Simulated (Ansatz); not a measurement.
ClFH2OSTi (`[OH][Ti]([F])([SH])[Cl]`). Total charge 0; spin multiplicity 1. The structure was optimised at the PBE0-D4/def2-TZVP level. It is one conformer, not always the lowest.

```xyz
7

O     1.633   -0.237    0.509
Ti    0.097    0.005   -0.297
F    -0.431   -1.401   -1.191
S    -1.377    0.398    1.392
Cl    0.163    1.723   -1.665
H     2.328   -0.859    0.725
H    -2.412    0.371    0.528
```

**Question.** What is the dipole moment at B3LYP/def2-TZVPP? (An estimate is asked.)

**Answer.** The calculation gave: 2.04 D, with components (1.28, -1.29, 0.94) D in this frame, pointing from negative to positive charge.

**Question.** And with PBE, r2SCAN, ωB97M-V? (Estimate.)

**Answer.** Ansatz gave: PBE 2.06 D, r2SCAN 2.09 D, ωB97M-V 2.13 D.

**Question.** Give the Mulliken charges with B3LYP, ωB97M-V, r2SCAN in def2-TZVPP. (Estimate.)

**Answer.** Computed: 
| atom | B3LYP | ωB97M-V | r2SCAN |
| --- | --- | --- | --- |
| O1 | -0.47 | -0.43 | -0.47 |
| Ti2 | 0.99 | 0.86 | 0.97 |
| F3 | -0.37 | -0.35 | -0.35 |
| S4 | -0.23 | -0.20 | -0.24 |
| Cl5 | -0.24 | -0.20 | -0.24 |
| H6 | 0.21 | 0.19 | 0.22 |
| H7 | 0.11 | 0.12 | 0.11 |

B3LYP here is the variant with VWN-RPA as its local correlation; programs differ in this.
